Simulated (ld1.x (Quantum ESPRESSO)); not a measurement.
Reading a pseudo-wave (Co)

Columns: radius, all-electron u(r) and pseudo u(r) of the 4p shell (level -7.68 eV) of cobalt in the configuration [Ne] 3s2 3p6 3d7 4s1 4p0; LDA (PZ), scalar-relativistic, PAW scheme, ld1.x (Quantum ESPRESSO) 7.5.

```csv
r (bohr),all-electron,pseudo
0.100,0.1310,-0.0267
0.200,0.1017,-0.0974
0.300,-0.0322,-0.1874
0.400,-0.1546,-0.2668
0.500,-0.2246,-0.3111
0.600,-0.2414,-0.3096
0.700,-0.2179,-0.2662
0.800,-0.1679,-0.1956
0.900,-0.1028,-0.1141
1.000,-0.0307,-0.0332
1.100,0.0431,0.0430
1.200,0.1153,0.1153
1.300,0.1838,0.1838
1.400,0.2473,0.2473
1.500,0.3052,0.3052
1.600,0.3572,0.3572
1.700,0.4033,0.4033
1.800,0.4437,0.4437
1.900,0.4785,0.4785
2.000,0.5081,0.5081
2.100,0.5328,0.5328
2.200,0.5528,0.5528
2.300,0.5687,0.5687
2.400,0.5806,0.5806
2.500,0.5889,0.5889
2.600,0.5940,0.5940
```

(1) How many radial nodes do the two functions have?

(2) At about which radius was the pseudo-wave matched?

(3) Is the pseudo-wave norm-conserving?

## Answers

(1) The all-electron 4p function has n − l − 1 = 2; the pseudo-wave has 1, since 1 lower shell of the same l stays in the valence.

(2) 1.20 bohr, where the columns begin to agree (steps of 0.10 bohr).

(3) No, it belongs to a PAW set: the norm inside the radius is not constrained, and the difference is carried by the augmentation charge.
